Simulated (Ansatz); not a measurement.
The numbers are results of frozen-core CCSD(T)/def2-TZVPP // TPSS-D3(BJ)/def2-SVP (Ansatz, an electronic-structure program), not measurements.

Ansatz 0.2 input:
```yaml
crystal:
  periodic: [false, false, false]
  atoms:
    - { symbol: Mo, position_ang: [0.098642, -0.726191, 0.61254] }
    - { symbol: F, position_ang: [-1.570475, -0.696563, -0.322956] }
    - { symbol: F, position_ang: [0.72486, 0.553215, -0.620695] }
    - { symbol: F, position_ang: [-0.356439, -1.98313, 1.906366] }
    - { symbol: O, position_ang: [0.412719, -2.100116, -0.622593] }
    - { symbol: H, position_ang: [-0.26928, -2.348251, -1.277714] }
    - { symbol: O, position_ang: [-0.778256, 0.611147, 1.588561] }
    - { symbol: H, position_ang: [-1.686571, 0.890498, 1.359289] }
    - { symbol: O, position_ang: [1.800925, -0.590572, 1.358087] }
    - { symbol: H, position_ang: [2.557024, -0.04126, 1.078657] }
basis:
  gaussian: { orbitals: def2-TZVPP }
correlation:
  method: ccsd_t
```

Output:

```
Functional definition: HF
1875 factors; integrals over basis functions are off by at most 1.2e-3 eV
mean field evaluation 1: about -16107.2238 eV, gradient 9.6e1 eV
mean field evaluation 2: about -16107.5649 eV, gradient 9.6e1 eV
mean field evaluation 4: about -16122.5664 eV, gradient 1.2e1 eV
mean field evaluation 8: about -16122.8835 eV, gradient 1.4e0 eV
mean field evaluation 16: about -16122.8908 eV, gradient 1.5e-6 eV
mean field evaluation 32: about -16110.9341 eV, gradient 6.8e0 eV
mean field -16122.89077150 eV, -592.5053073648 hartree, gradient 1.7e-6 eV, S^2 0.000000; 0 other end points of the search recorded, 0 dependent functions left out
6 core orbitals not correlated
reference -16122.89077150 eV, -592.5053073648 hartree; 28, 28 occupied and 250, 250 virtual orbitals, 1875 factors
second order -57.36463643 eV of doubles, -0.00000000 eV of singles
cycle   1  -52.59079043 eV  change     4.8e0 eV  update   3.7e-1
cycle   2  -55.06296404 eV  change    -2.5e0 eV  update   2.7e-1
cycle   3  -55.54843950 eV  change   -4.9e-1 eV  update   6.3e-2
cycle   4  -55.56320742 eV  change   -1.5e-2 eV  update   3.0e-2
cycle   5  -55.52165168 eV  change    4.2e-2 eV  update   1.1e-2
cycle   6  -55.51148721 eV  change    1.0e-2 eV  update   4.3e-3
cycle   7  -55.51636902 eV  change   -4.9e-3 eV  update   2.7e-3
cycle   8  -55.51624254 eV  change    1.3e-4 eV  update   1.2e-3
cycle   9  -55.51568978 eV  change    5.5e-4 eV  update   6.4e-4
cycle  10  -55.51654294 eV  change   -8.5e-4 eV  update   3.5e-4
cycle  11  -55.51658424 eV  change   -4.1e-5 eV  update   1.6e-4
cycle  12  -55.51617189 eV  change    4.1e-4 eV  update   7.4e-5
cycle  13  -55.51626961 eV  change   -9.8e-5 eV  update   4.4e-5
cycle  14  -55.51617827 eV  change    9.1e-5 eV  update   3.0e-5
cycle  15  -55.51615513 eV  change    2.3e-5 eV  update   1.2e-5
perturbative correction -2.82852147 eV, -0.1039462467 hartree
Total energy: -16181.23544809 eV, -594.6494346822 hartree
```

Cost: roughly 40 core-minutes.
